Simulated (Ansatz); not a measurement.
```xyz
17

C     0.0039   -0.0674    0.0670
C     0.8843    0.8997    0.9423
C     0.8567   -0.9072   -0.8955
C    -0.9436    0.8344   -0.8581
C    -0.8602   -0.8277    0.8070
H     0.2917    1.5908    1.5330
H     1.5715    0.2114    1.5802
H     1.4651    1.5846    0.2777
H     0.2028   -1.5318   -1.5260
H     1.5532   -0.2328   -1.5988
H     1.4627   -1.4796   -0.2949
H    -1.4737    0.2229   -1.5716
H    -1.5936    1.5953   -0.2556
H    -0.3157    1.5414   -1.5184
H    -1.5389   -1.6116    0.3144
H    -0.2526   -1.5699    1.5040
H    -1.5445   -0.2555    1.5959
```

Basis set: 6-31G (spherical functions). Left uncorrelated: 5 orbitals. Charge 0, multiplicity 1.

Computed with Ansatz (development build ahead of 0.2.0); each method stands on the lowest determinant of its kind that the runs found. Restricted open shells among the atoms or ions are ROHF, correlated in semicanonical orbitals with singles.

(1) Give the atomization energy at this shape (free ground-state atoms in the same class of orbitals less the molecule, no zero-point energy) of singlet C5H12 by RHF-MP2, RHF.

## Answers

(1)

```csv
method,atomization energy
RHF-MP2,59.29 eV
RHF,49.56 eV
```

Caution: no unrestricted run beside it, a lower state can exist; the shape is not the minimum.

This basis has no polarisation functions and is too small for such energies, which can lie far from measured ones in either direction.
